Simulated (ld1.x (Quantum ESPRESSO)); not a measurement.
Ranking TM potentials for tin

All share these settings but for the change named:

ld1.x (Quantum ESPRESSO) 7.5 input, shortened:

```
&input
   title='Sn', zed=50., rel=1, dft='PZ', iswitch=3,
   config='[Kr] 4d10 5s2 5p0.5'
 /
 &inputp
   pseudotype=2, tm=.true., lloc=1,
   nlcc=.false.
 /
2
5S  1  0   2.00   0.00  1.55  1.55  0.0
5P  2  1   0.50   0.00  2.10  2.10  0.0
 &test
   configts(1)='5s2 5p0.5'
 /
```

Cutoff: the first of the cutoffs (Ry, on a coarse ladder) from which the occupation-weighted sum of valence levels, in a spherical-Bessel basis at the reference potential, stays within 10 and 1 mRy of its value at 400 Ry; the density cutoff is not measured.

The base gives 45 Ry.

Of 12 variants that were run, those that failed, showed a ghost or another fault, or gave nearly equal values are left out.

A variant can come out equal or close to the base.

Problem. Rank these variants from softest to hardest (loose cutoff).
A. functional PBE
B. wave 5s (bound): rc 1.55 bohr becomes 5s (bound): rc 1.66 bohr
C. all radii scaled by about 1.15 (s 1.78, p 2.40 bohr)
D. reference 5s2 5p2

Solution. C (21 Ry), B (30 Ry), D (35 Ry), A (45 Ry).
